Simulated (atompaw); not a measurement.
# C: one change to a PAW (atompaw) potential, before and after

atompaw 4.2.0.5 input, output lines left out:

```
C 6
LDA-PW scalarrelativistic loggrid 1500 logderivrange -3 5 201
2 2 0 0 0 0
2 0 1.5
2 1 2.5
0 0 0
c
v
v
1
2.00 1.70 1.35 1.80
y
-0.4
n
y
1.1
n
custom rrkj vanderbiltortho besselshape
2 1 troulliermartins
0.95
0.95
2.00
2.00
```

All-electron outer shells of the reference configuration (LDA (PW92), scalar-relativistic, ld1.x):

```json
{"shell": "1s", "level (eV)": "-271.24", "outermost node (bohr)": "–", "outermost maximum (bohr)": "0.18"}
{"shell": "2s", "level (eV)": "-13.87", "outermost node (bohr)": "0.38", "outermost maximum (bohr)": "1.22"}
{"shell": "2p", "level (eV)": "-5.62", "outermost node (bohr)": "–", "outermost maximum (bohr)": "1.19"}
```

Change: augmentation besselshape compensation charge, radius 1.70 bohr; PAW radius 2.00 bohr; waves and projectors: custom polynom gramschmidtortho.

Cutoffs: the cutoffs (Ry, on a coarse ladder) from which the occupation-weighted sum of valence levels, in a spherical-Bessel basis at the reference potential, stays within 10 and 1 mRy of its value at 400 Ry; they do not see the model core or the augmentation charge, which bear on the density cutoff.

Q: What does the change do?

A: The potential gets harder (30 Ry and 45 Ry → 40 Ry and 55 Ry); the s channel binds one level more than in the base; the range in which the p phases agree widens (upper end 2.3 → at the end of the scan); neither file shows a bound ghost.

| quantity | base | changed |
| --- | --- | --- |
| cutoff, loose | 30 Ry | 40 Ry |
| cutoff, tight | 45 Ry | 55 Ry |
| loose cutoff by channel (10 mRy a level) | s 25 Ry, p 12 Ry | s 40 Ry, p 15 Ry |
| bound ghosts | none | none |
| s: phases at 2.00 bohr within 0.05 rad from the reference energy up to (Ry; the scan ends near 5) | 3.5 | 4.2 |
| p: phases at 2.00 bohr within 0.05 rad from the reference energy up to (Ry; the scan ends near 5) | 2.3 | to the end of the scan |
| lowest overlap eigenvalue by channel | s 0.60, p 0.65 | s 0.75, p 0.92 |

 The cutoffs see the waves, projectors and local potential, not the compensation charge or the core.
